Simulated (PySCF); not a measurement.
CHO2, doublet, geometry from GFN2-xTB. Base run: B3LYP/STO-3G run with PySCF.

Input for PySCF:
```python
from pyscf import gto, scf, dft

mol = gto.Mole()
mol.atom = '''
    O     0.965243   -0.682663   -0.072977
    C     0.272153    0.258955    0.168123
    O    -0.979298    0.513219   -0.000943
    H    -1.520474   -0.198179   -0.417378
'''
mol.basis = 'sto-3g'
mol.charge = 0
mol.spin = 1
mol.verbose = 4
mol.build()

mf = dft.UKS(mol)
mf.xc = 'b3lyp'
mf.kernel()
```

The base run was repeated with changes; each row names its change, and settings that it needs were set with it.

| change | ΔE vs base (mEh) | SCF cycles | <S^2> | outcome |
|---|---|---|---|---|
| base | 0.000 | 10 | 0.752 | converged |
| diis = off (with mf.max_cycle = 100) | - | 100 | - | not converged |
| diis_space = 20 | 0.000 | 10 | 0.752 | converged |
| conv_tol = 1e-11 | 0.000 | 11 | 0.752 | converged |
| solver = newton | 0.000 | - | 0.752 | converged |
| conv_tol = 1e-12 | 0.000 | 12 | 0.752 | converged |
| diis = off; damp = 0.3 (with mf.diis_start_cycle = 200; with mf.max_cycle = 150) | - | 150 | - | not converged |
| conv_tol_grad = 1e-7 | 0.000 | 12 | 0.752 | converged |
| diis_space = 12 | 0.000 | 10 | 0.752 | converged |
| init_guess = vsap | 0.000 | 9 | 0.752 | converged |
| diis_space = 4 | 0.000 | 10 | 0.752 | converged |
| damp = 0.5; diis_start_cycle = 5 | 0.000 | 13 | 0.752 | converged |
| init_guess = sap | 0.000 | 11 | 0.752 | converged |

Open shells are given as the SCF converged; they aren't shown to be the lowest states, and a large step between rows can be another state.
